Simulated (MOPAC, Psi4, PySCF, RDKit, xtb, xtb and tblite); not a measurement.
Two geometries of C2H8OSi2, SMILES C=C[SiH2][SiH2]O, relaxed at GFN2-xTB with one dihedral held; other torsions can differ between them too.

Structure A

```
13

C     -2.6686    -0.1665     0.0880
C     -1.5739    -0.3054    -0.6425
Si    -0.0320     0.7669    -0.4544
Si     0.8153     0.5607     1.6759
O      2.1659     1.4706     1.5769
H     -2.7414     0.5860     0.8578
H     -3.5444    -0.7857    -0.0404
H     -1.5644    -1.0787    -1.4007
H      0.8930     0.3422    -1.5194
H     -0.4203     2.1469    -0.7970
H      1.1890    -0.7944     2.1119
H     -0.0230     1.0844     2.7666
H      2.7546     1.5917     2.3171
```

Structure B

```
13

C     -2.6610    -0.1599     0.0967
C     -1.5666    -0.2855    -0.6360
Si    -0.0218     0.7775    -0.4625
Si     1.6295    -0.4369     0.5873
O      2.8791     0.6107     0.5377
H     -2.7466     0.6055     0.8514
H     -3.5235    -0.8000    -0.0182
H     -1.5426    -1.0732    -1.3809
H      0.3381     1.2069    -1.8258
H     -0.4092     2.0002     0.2599
H      2.0421    -1.6896    -0.0665
H      1.3827    -0.8126     1.9886
H      3.7359     0.3998     0.8991
```

Question: Which is lower in energy at the level Psi4 1.11 with DF-MP2 (frozen core)/cc-pVTZ // GFN2-xTB, and by how much?

Answer: B is lower, by 3.92 kJ/mol (dihedral C1–C2–Si3–Si4: 60° in A, 105° in B).

E(B) − E(A) in kJ/mol at the other levels, on the same two geometries: GFN2-xTB (xtb and tblite) -1.35; MMFF94 // GFN2-xTB (RDKit) -3.50; PBE/def2-TZVP // GFN2-xTB (Psi4) -4.33; PBE-D3(BJ)/def2-TZVP // GFN2-xTB (Psi4) -3.84; wB97X-D/def2-TZVP // GFN2-xTB (Psi4) -3.59; HF/cc-pVTZ // GFN2-xTB (Psi4) -4.88; UFF // GFN2-xTB (RDKit) 5.46; PM3, restricted, heats of formation // GFN2-xTB (MOPAC) -2.21; PM7, restricted, heats of formation // GFN2-xTB (MOPAC) -2.56; GFN1-xTB // GFN2-xTB (xtb) -2.63; restricted B3LYP/6-31G*, spherical d, density fitting // GFN2-xTB (PySCF) -4.32; restricted Hartree-Fock/LANL2DZ, with its core potentials past Ne // GFN2-xTB (PySCF) -4.21; restricted BP86/6-31G*, spherical d, density fitting // GFN2-xTB (PySCF) -4.41; restricted B3LYP/LANL2DZ, with its core potentials past Ne // GFN2-xTB (PySCF) -3.72.

MMFF94 has few fitted parameters for silicon.
